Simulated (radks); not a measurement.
Values are calculated unless marked as measured or tabulated.
All-electron atom: Eu in [Xe] 4f7 5d1 6p1 (not the ground configuration).

Code: a radial shooting solver on a logarithmic mesh with Libxc functionals. Model: Dirac Kohn-Sham, PBE, spin-unpolarised, spherical densities, point nucleus; open shells fill j = l - 1/2 first.

Energy parts (hartree):
total: -10852.0717
kinetic: 11801.5619
electron-nucleus: -26633.0991
Hartree: 4222.6994
exchange-correlation: -243.2340

Orbitals (lengths in bohr, moments of r in powers of bohr; <r^-3> diverges for s and p1/2):
| orbital | occ. | eigenvalue (hartree) | <r^2> | <r^4> | <r^-3> |
|---|---|---|---|---|---|
| 1s1/2 | 2 | -1775.786 | 0.0006791 | 1.225e-06 | - |
| 2s1/2 | 2 | -291.4445 | 0.01062 | 0.0001954 | - |
| 2p1/2 | 2 | -276.4714 | 0.007724 | 0.0001212 | - |
| 2p3/2 | 4 | -252.6555 | 0.008963 | 0.0001578 | 9386 |
| 3s1/2 | 2 | -64.11982 | 0.07106 | 0.007643 | - |
| 3p1/2 | 2 | -57.65824 | 0.06632 | 0.006976 | - |
| 3p3/2 | 4 | -52.80351 | 0.07345 | 0.008498 | 1975 |
| 3d3/2 | 4 | -41.63175 | 0.05886 | 0.006203 | 330.6 |
| 3d5/2 | 6 | -40.57553 | 0.06086 | 0.006594 | 295.1 |
| 4s1/2 | 2 | -12.72185 | 0.3618 | 0.1906 | - |
| 4p1/2 | 2 | -10.22669 | 0.3819 | 0.2185 | - |
| 4p3/2 | 4 | -9.15594 | 0.4213 | 0.2660 | 436.5 |
| 4d3/2 | 4 | -5.05124 | 0.4880 | 0.3894 | 61.64 |
| 4d5/2 | 6 | -4.85917 | 0.5038 | 0.4153 | 54.27 |
| 4f5/2 | 6 | -0.10433 | 1.355 | 8.018 | 6.908 |
| 4f7/2 | 1 | -0.08188 | 1.452 | 10.19 | 6.621 |
| 5s1/2 | 2 | -1.63288 | 2.161 | 6.987 | - |
| 5p1/2 | 2 | -0.96841 | 2.802 | 12.39 | - |
| 5p3/2 | 4 | -0.83053 | 3.179 | 16.09 | 55.15 |
| 5d3/2 | 1 | -0.06833 | 14.97 | 542.9 | 2.125 |
| 5d5/2 | 0 | -0.06208 | 16.50 | 659.4 | 1.745 |
| 6p1/2 | 1 | -0.06122 | 40.64 | 2726 | - |
| 6p3/2 | 0 | -0.05490 | 45.34 | 3368 | 2.548 |

The highest occupied level is 6p1/2 at -1.666 eV. The configuration is held as typed, so some empty levels lie below it. Summed over all electrons, <r^2> = 97.23 bohr^2, which gives a Langevin (diamagnetic) susceptibility term of -77 x 10^-6 cm^3/mol. The density falls to 0.001 e/bohr^3 at r = 5.00 bohr.
